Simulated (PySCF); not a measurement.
UHF on Mn(2+) (manganese, charge +2)

Configuration: [Ar] 3d5, high-spin 6S determinant. Computed with PySCF 2.14 in def2-TZVPPD (6s6p4d2f1g, 67 functions), with no relativity, point nucleus.

- Total energy: -1149.087305 hartree
- One-electron energy: -1569.4528 hartree
- Hartree (Coulomb) energy: 471.0958 hartree
- Exchange energy: -50.7304 hartree
- Kinetic energy: 1148.99633 hartree
- ⟨S²⟩: 8.7507
- ⟨L²⟩: 0.000
- Sum of ⟨r⟩: 14.87 bohr
- Sum of ⟨r²⟩: 15.89 bohr²
- Density at the nucleus (Gaussians lack the cusp): 10300 bohr⁻³
- Spin density at the nucleus: -0.207 bohr⁻³
- Langevin diamagnetic susceptibility: -12.6 ×10⁻⁶ cm³/mol

```
shell  electrons  mean orbital energy (hartree)  rms radius, mean of both spins (bohr)
 1s α          1                     -241.18903                                 0.0713
 1s β          1                     -241.18690                                 0.0713
 2s α          1                      -29.81862                                  0.305
 2s β          1                      -29.68229                                  0.305
 2p α          3                      -25.52487                                  0.274
 2p β          3                      -25.38977                                  0.274
 3s α          1                       -4.66221                                  0.925
 3s β          1                       -4.24766                                  0.925
 3p α          3                       -3.37735                                  0.990
 3p β          3                       -2.87292                                  0.990
 3d α          5                       -1.28808                                   1.24
```

Spin-orbit constants ζ (cm⁻¹) from the X2C one-electron operator on these orbitals (non-relativistic here): bare nucleus, nucleus screened by l(l+1)(2l+1)/3 electrons, and screened by the Breit-Pauli mean field of the electrons.

| shell | bare | screened nucleus | mean field |
| --- | --- | --- | --- |
| 2p | 57000 | 52440 | 50290 |
| 3p | 6800 | 6256 | 5958 |
| 3d | 617.0 | 370.2 | 329.6 |
